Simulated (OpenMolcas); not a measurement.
Rh2+.

* Program: OpenMolcas
* Method: CASSCF
* Basis: ANO-RCC-VQZP [8s7p5d3f2g1h]
* Scalar Hamiltonian: DKH2, point nucleus
* Active space: 7 electrons in 5 orbitals (4d)
* State averaging: 2S+1 = 4 even, 10 roots; 2S+1 = 2 even, 40 roots
* Spin-orbit coupling: state interaction with AMFI integrals over the reference wave functions, term energies averaged over their components

Levels without dynamic correlation, in cm-1 above 4d7 4F 9/2:

```
        Level      E
   4d7 2G 9/2  15510
   4d7 4P 5/2  14967
  4d7 2H 11/2  20560
4d7 2D 5/2(1)  22486
   4d7 2F 5/2  34187
```

On this reference, MS-CASPT2, IPEA 0.25 Eh, imaginary shift 0.1 Eh (closed shells correlated: 4s 4p) puts 4d7 2G 9/2 at 13250 cm-1.

Question: Estimate the other levels at that method by one scale factor, and say how well it serves.

Answer: The factor is 13250 / 15510 = 0.854. Scaled values beside those that MS-CASPT2 gives and measured ones (the list in Shadmi, J. Res. Natl. Bur. Stand. 70A, 435 (1966)):
```
        Level  Scaled  MS-CASPT2  Miss (%)  Measured
   4d7 4P 5/2   12782      11720      +9.1     11062
  4d7 2H 11/2   17558      17930      -2.1          
4d7 2D 5/2(1)   19203      18760      +2.4          
   4d7 2F 5/2   29196      27510      +6.1
```
For these levels the scaled values miss MS-CASPT2 by up to 9.1 %, as correlation changes each term by its own factor, spin-orbit parts do not scale and CASPT2 has its own spread within terms. This holds within one configuration; levels of others move differently, and the target method has errors of its own against measurement.

CASPT2 does not keep the components of a term degenerate, so their means are used; among the terms shown or strongly mixed into the levels shown the widest spread is 1100 cm-1 (4d7 4F, MS-CASPT2). Levels of configurations with an s electron are missing; early in the row they begin among the upper levels of the d shell and mix with terms of their name. Without dynamic correlation excited terms often stand tens of per cent too high (terms of higher spin than the ground term too low), and those without a measured partner can miss by more than the paired ones (holds for CASSCF). Computed and measured levels are paired by configuration, term and J; levels that our copy of the source lacks, or whose pairing is in doubt (as where it misses far off the trend of its configuration), stay unpaired and out of the deviations. Only configurations of the active space appear.

A number in round brackets counts repeated terms of one configuration in the order of the reference energies.
